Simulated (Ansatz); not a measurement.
Steps of a relaxation of CH7FSi2, SMILES `C[SiH2][SiH2]F` with RKS PBE-D4/def2-SVP.

```sh
$ ansatz run in.yaml --threads 4 --pin off --events-out ev --progress --plain --max-ram 10444MiB
```

```yaml
crystal:
  periodic: [false, false, false]
  atoms:
    - {symbol: C, position_ang: [-0.783800, 1.412700, 0.046700]}
    - {symbol: Si, position_ang: [-0.424400, -0.199900, 0.747100]}
    - {symbol: Si, position_ang: [1.084100, -1.256100, -0.624800]}
    - {symbol: F, position_ang: [0.610700, -1.392700, -2.103900]}
    - {symbol: H, position_ang: [-1.267200, 1.358000, -0.982100]}
    - {symbol: H, position_ang: [-1.556900, 1.999800, 0.662900]}
    - {symbol: H, position_ang: [0.083300, 2.093500, -0.041700]}
    - {symbol: H, position_ang: [-1.624600, -0.991000, 0.874100]}
    - {symbol: H, position_ang: [0.141700, -0.003700, 2.160200]}
    - {symbol: H, position_ang: [2.376900, -0.464200, -0.650300]}
    - {symbol: H, position_ang: [1.425500, -2.613300, -0.067500]}
basis:
  gaussian: {orbitals: def2-SVP}
hamiltonian: {xc: pbe, dispersion: d4}
relax: {f_tol: 0.03, max_steps: 200}
```

Positions (Å) and forces (eV/Å) along the path, 8 of 8 steps:

```xyz
11
step=1 energy=-19603.9295 eV
C    -0.784    1.413    0.047   -1.988    2.734   -0.996
Si   -0.424   -0.200    0.747    0.992   -0.545    1.199
Si    1.084   -1.256   -0.625    1.958   -0.034    3.126
F     0.611   -1.393   -2.104   -1.239   -0.302   -3.190
H    -1.267    1.358   -0.982    0.478   -0.106    0.652
H    -1.557    2.000    0.663    0.738   -0.624   -0.425
H     0.083    2.094   -0.042    0.193   -0.094   -0.020
H    -1.625   -0.991    0.874   -1.048   -0.697    0.113
H     0.142   -0.004    2.160    0.013   -0.218   -0.379
H     2.377   -0.464   -0.650   -0.085   -0.005    0.018
H     1.425   -2.613   -0.068   -0.013   -0.109   -0.098
11
step=2 energy=-19604.2184 eV
C    -0.854    1.500    0.043   -0.639    1.215   -0.532
Si   -0.436   -0.171    0.703    0.736   -0.692    0.764
Si    1.178   -1.324   -0.562    0.425    0.364    1.357
F     0.545   -1.406   -2.032   -0.502   -0.244   -1.674
H    -1.307    1.441   -0.978    0.136   -0.084    0.241
H    -1.601    2.042    0.684    0.282   -0.324   -0.144
H     0.027    2.167   -0.041    0.092   -0.068    0.030
H    -1.662   -1.000    0.844   -0.292   -0.218    0.014
H     0.215   -0.073    2.076   -0.183    0.066   -0.067
H     2.455   -0.515   -0.638   -0.018   -0.099    0.010
H     1.507   -2.717   -0.077   -0.037    0.084    0.000
11
step=3 energy=-19604.3059 eV
C    -0.851    1.516    0.046   -0.045    0.298   -0.085
Si   -0.436   -0.173    0.765    0.038   -0.239   -0.099
Si    1.140   -1.290   -0.606    0.154   -0.166   -0.151
F     0.640   -1.497   -2.176   -0.050    0.147    0.379
H    -1.285    1.422   -0.970   -0.011   -0.068    0.001
H    -1.589    2.046    0.680   -0.038    0.013    0.036
H     0.046    2.165   -0.038    0.017   -0.070    0.042
H    -1.677   -1.023    0.896    0.025    0.032   -0.010
H     0.174   -0.056    2.147    0.018   -0.010   -0.117
H     2.432   -0.508   -0.657   -0.054    0.039   -0.005
H     1.472   -2.660   -0.067   -0.055    0.022    0.011
11
step=4 energy=-19604.2722 eV rejected
C    -0.889    1.549    0.082    0.177   -0.110   -0.328
Si   -0.424   -0.183    0.681   -0.136    0.077    0.534
Si    1.194   -1.323   -0.592   -0.235    0.248    0.036
F     0.599   -1.500   -2.118    0.084   -0.086   -0.117
H    -1.308    1.417   -0.934   -0.083    0.224   -0.122
H    -1.621    2.108    0.705    0.122   -0.268    0.031
H     0.041    2.144   -0.005   -0.026    0.154   -0.042
H    -1.672   -1.013    0.834    0.032   -0.104   -0.037
H     0.208   -0.063    2.046    0.021   -0.083    0.114
H     2.461   -0.506   -0.665    0.009   -0.113   -0.020
H     1.475   -2.687   -0.012    0.037    0.061   -0.050
11
step=5 energy=-19604.3243 eV
C    -0.856    1.529    0.044   -0.019    0.066   -0.032
Si   -0.430   -0.175    0.744    0.029   -0.088   -0.017
Si    1.156   -1.295   -0.594    0.052   -0.054   -0.014
F     0.602   -1.489   -2.139   -0.027    0.057    0.096
H    -1.284    1.431   -0.974    0.006    0.001    0.017
H    -1.601    2.040    0.687    0.007    0.007   -0.010
H     0.047    2.170   -0.022   -0.022   -0.022    0.010
H    -1.666   -1.031    0.868    0.006    0.015   -0.009
H     0.182   -0.062    2.122   -0.001    0.004   -0.034
H     2.444   -0.512   -0.668   -0.020    0.012   -0.008
H     1.471   -2.663   -0.047   -0.011    0.003    0.002
11
step=6 energy=-19604.3270 eV
C    -0.855    1.528    0.040   -0.002   -0.015    0.002
Si   -0.425   -0.178    0.742    0.024   -0.027    0.007
Si    1.163   -1.297   -0.586   -0.005    0.001    0.009
F     0.574   -1.468   -2.118   -0.001    0.010    0.013
H    -1.277    1.430   -0.981    0.007    0.003    0.007
H    -1.606    2.033    0.681    0.003    0.014   -0.010
H     0.046    2.171   -0.017   -0.012   -0.002    0.000
H    -1.660   -1.034    0.859    0.001    0.007   -0.006
H     0.182   -0.061    2.120   -0.013    0.014   -0.004
H     2.449   -0.514   -0.673   -0.004   -0.002   -0.008
H     1.474   -2.668   -0.046    0.002   -0.003   -0.011
11
step=7 energy=-19604.3276 eV
C    -0.853    1.525    0.038   -0.004   -0.012    0.005
Si   -0.423   -0.179    0.746    0.016   -0.008    0.014
Si    1.164   -1.296   -0.583   -0.007    0.010    0.008
F     0.562   -1.455   -2.111    0.001   -0.001   -0.002
H    -1.268    1.425   -0.985    0.005   -0.003    0.000
H    -1.608    2.030    0.673    0.000    0.008   -0.005
H     0.047    2.170   -0.014    0.000    0.001   -0.001
H    -1.658   -1.035    0.860   -0.001    0.001   -0.003
H     0.177   -0.055    2.127   -0.011    0.010    0.000
H     2.450   -0.515   -0.675    0.000   -0.003   -0.004
H     1.477   -2.672   -0.054    0.001   -0.002   -0.012
11
step=8 energy=-19604.3282 eV
C    -0.847    1.516    0.034   -0.011    0.011    0.007
Si   -0.419   -0.181    0.760    0.001    0.008    0.012
Si    1.163   -1.294   -0.578   -0.008    0.008   -0.018
F     0.540   -1.426   -2.101    0.007   -0.006    0.011
H    -1.247    1.409   -0.995    0.004   -0.014   -0.005
H    -1.614    2.024    0.653    0.000   -0.004   -0.001
H     0.049    2.167   -0.010    0.012   -0.001    0.000
H    -1.655   -1.037    0.866    0.000   -0.004    0.002
H     0.167   -0.042    2.144   -0.003    0.000   -0.003
H     2.449   -0.514   -0.678    0.003   -0.002    0.004
H     1.479   -2.678   -0.075   -0.004    0.004   -0.008
```

It took 7.5 s on 4 threads of an AMD EPYC 7B13 on a shared host, with 0.16 GiB of host memory at the peak.
